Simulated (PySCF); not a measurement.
C2BClF6, SMILES B(Cl)(C(F)(F)F)C(F)(F)F, CAM-B3LYP/def2-SVP optimised geometry.

```
10

B     -0.07    -0.43     0.00
C     -0.82     0.99     0.00
F     -0.88     1.43    -1.27
F     -0.16     1.90     0.72
F     -2.07     0.93     0.47
C      1.53    -0.43     0.00
F      2.07    -1.58    -0.42
F      1.95    -0.23     1.26
F      2.03     0.55    -0.76
Cl    -0.95    -1.90     0.00
```

Density from CAM-B3LYP/def2-TZVP (PySCF 2.14.0) at that geometry.

Minimum of the electron density along straight lines between bonded atoms, close to the bond critical point (lines longer than 1.1 times the sum of covalent radii, or with two minima, are not listed):

```csv
bond,length / Å,ρ at the minimum / e bohr⁻³,∇²ρ there / e bohr⁻⁵,position (fraction from the first atom)
B1–C2,1.605,0.193,-0.39,0.33
C2–F3,1.344,0.281,-0.46,0.34
C2–F4,1.337,0.287,-0.45,0.34
C2–F5,1.333,0.289,-0.45,0.34
B1–C6,1.605,0.193,-0.39,0.33
C6–F7,1.333,0.289,-0.45,0.34
C6–F8,1.344,0.281,-0.46,0.34
C6–F9,1.337,0.286,-0.45,0.34
B1–Cl10,1.712,0.165,___,0.30
```

What belongs in the gaps?


- B1–Cl10, ∇²ρ there / e bohr⁻⁵: 0.00
